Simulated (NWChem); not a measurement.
A calculation on ClLi

SMILES: [Li][Cl]
```xyz
2

Li     0.0000     0.0000    -1.7006
Cl     0.0000     0.0000     0.3001
```
Charge 0, spin multiplicity 1.

All runs are NWChem calculations. Structure: optimised with B3LYP/def2-SVP, a minimum by its harmonic frequencies.

Symmetry labels belong to the abelian group C2v used in the runs, with the axes of the coordinates shown; states degenerate in a higher group split over its labels.

The structure started from a generated list of species.

**Question.** List the lowest 3 singlet excitations that CIS/aug-cc-pVDZ gives, with oscillator strengths.

**Answer.** 
```json
[
 {"state": "1", "symmetry": "b1", "energy (eV)": "5.98", "wavelength (nm)": "207", "f": "0.040"},
 {"state": "2", "symmetry": "b2", "energy (eV)": "5.98", "wavelength (nm)": "207", "f": "0.040"},
 {"state": "3", "symmetry": "a1", "energy (eV)": "6.68", "wavelength (nm)": "185", "f": "0.030"}
]
```
